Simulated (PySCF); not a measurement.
Telling isomers of C8H13N apart by NMR

PySCF 2.14 calculation with structure optimised with GFN2-xTB and NMR shieldings at PBE0/pcSseg-1/GIAO; one conformer, relativity neglected, one averaged value for each set of equivalent atoms, in vacuum.

Scale: TMS for 1H, 13C (reference shieldings calculated alike). Where no couplings were computed, multiplicities follow the n + 1 count of equivalent neighbours, and m marks all less simple cases (inequivalent or close neighbours, rings, F or P nearby). Shifts are as computed. Against solution values, carbons near 30 ppm lie about +3 ppm off and those near 130 ppm about +5 ppm. Of 1211 compounds with measured shifts, 218 miss one by over three times the rms of a fit or turn the order of signals round; such compounds aren't used in these exercises.

(1) Tabulate the signals of `CCCc1ccn(C)c1`, `C1CC(=NC2CCC2)C1` and their relative energies.

(2) What is the quickest way to tell CCCc1ccn(C)c1 from C1CC(=NC2CCC2)C1?

## Answers

(1) 
| SMILES | carbon types | δC | δH | E rel. (kcal/mol) |
| --- | --- | --- | --- | --- |
| CCCc1ccn(C)c1 | 1×C 3×CH 2×CH2 2×CH3 | 130.5, 125.4, 123.6, 113.2, 36.8, 32.8, 28.6, 14.2 | 6.49 (m, 1H), 6.39 (m, 1H), 6.16 (m, 1H), 3.70 (s, 3H), 2.51 (t, 2H), 1.48 (m, 2H), 0.81 (t, 3H) | 0.0 |
| C1CC(=NC2CCC2)C1 | 1×C 1×CH 6×CH2 | 173.6, 54.2, 39.6, 35.1, 31.8, 15.4, 13.1 | 3.96 (m, 1H), 2.99 (m, 2H), 2.69 (m, 2H), 2.42 (m, 2H), 2.25 (m, 2H), 1.93 (m, 1H), 1.88 (m, 2H), 1.85 (m, 1H) | 40.4 |

Energies are electronic energies at PBE0/pcSseg-1 on these geometries, without zero-point or thermal terms, each for the one conformer computed, which needn't be the lowest.

(2) Count the carbon signals: 8 against 7. The first has an aromatic CH next to a ring nitrogen at 125.4 ppm, the second an sp3 CH bonded to N at 54.2 ppm. Their most deshielded carbons lie at 130.5 and 173.6 ppm. In the proton spectra the most deshielded non-exchanging signals are 6.49 (m, 1H) and 3.96 (m, 1H).
